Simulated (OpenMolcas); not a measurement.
# Levels of Bi II by method

```json
{
 "Program": "OpenMolcas 26.06",
 "Basis": "ANO-RCC-VQZP [9s8p6d4f3g]",
 "Scalar Hamiltonian": "DKH2, point nucleus",
 "Active space": "2 electrons in 9 orbitals (RAS2 6p; RAS3 6d 7s, at most 1 electron)",
 "State averaging": "2S+1 = 3 even, 3 roots; 2S+1 = 1 even, 6 roots; 2S+1 = 3 odd, 18 roots; 2S+1 = 1 odd, 18 roots",
 "Spin-orbit coupling": "state interaction with AMFI integrals over the reference wave functions, term energies averaged over their components"
}
```

Methods on the same reference wave functions:
A. RASSCF
B. SS-RASPT2, IPEA 0.25 Eh, imaginary shift 0.1 Eh (closed shells correlated: 5d 6s)
C. MS-RASPT2, IPEA 0.25 Eh, imaginary shift 0.1 Eh (closed shells correlated: 5d 6s)

Energies in cm-1 above 6s2 6p2 3P0.

```json
{"Level": "6s2 6p2 3P0", "A": "0.0", "B": "0.0", "C": "0.0"}
{"Level": "6s2 6p2 3P1", "A": "10575", "B": "10860", "C": "10860"}
{"Level": "6s2 6p2 3P2 [55 %]", "A": "15330", "B": "14660", "C": "14660"}
{"Level": "6s2 6p2 1D2 [55 %]", "A": "30297", "B": "29180", "C": "29180"}
{"Level": "6s2 6p2 1S0", "A": "43690", "B": "42060", "C": "42060"}
{"Level": "6s2 6p 7s 3P* 0", "A": "66630", "B": "67000", "C": "66990"}
{"Level": "6s2 6p 7s 3P* 1 [70 %]", "A": "67053", "B": "67230", "C": "67250"}
{"Level": "6s2 6p 6d 3F* 2 [64 %]", "A": "78702", "B": "79120", "C": "79120"}
{"Level": "6s2 6p 7s 3P* 2", "A": "82725", "B": "83100", "C": "82910"}
{"Level": "6s2 6p 6d 3F* 3 [66 %]", "A": "84502", "B": "84330", "C": "84330"}
{"Level": "6s2 6p 6d 3F* 4", "A": "95987", "B": "97540", "C": "97540"}
{"Level": "6s2 6p 6d 3D* 3 [69 %]", "A": "101598", "B": "98430", "C": "98430"}
{"Level": "6s2 6p 6d 3P* 0", "A": "103069", "B": "100530", "C": "100540"}
{"Level": "6s2 6p 6d 3P* 1", "A": "103122", "B": "100130", "C": "100150"}
{"Level": "6s2 6p 6d 1F* 3", "A": "113345", "B": "107290", "C": "107290"}
{"Level": "6s2 6p 6d 1P* 1", "A": "115066", "B": "109120", "C": "109100"}
```

Between B and C the level of the table that moves most is 6s2 6p 7s 3P* 2, by 190 cm-1 (lowest in C, highest in B). Moves below CASPT2's spread within the term are not significant.

From A to B the spin-free energies of the other terms of 6s2 6p2 shown, above 3P, scale by factors of 0.74 to 0.90.

The lowest spin-free term lies below A's lowest term by 0.486 hartree in B, 0.486 hartree in C.

CASPT2 breaks the degeneracy within a term, and the mean is taken; among the terms shown or strongly mixed into the levels shown the widest spread is 290 cm-1 (6s2 6p 6d 1F*, C). ANO sets are built for valence states and can reach diffuse excited orbitals poorly, and with the s shell closed the s pⁿ⁺¹ terms that mix with these levels are absent. Spin-orbit splittings of 6p shells tend to come out small when the coupling is added on scalar orbitals. With the s shell closed, the reference lacks s² → p² mixing. Only configurations of the active space appear. The table leaves out levels that lie high or whose names do not pair safely across all columns.

A share in square brackets marks a mixed level and gives the weight of the term that names it, the lowest over the columns. * marks odd parity.
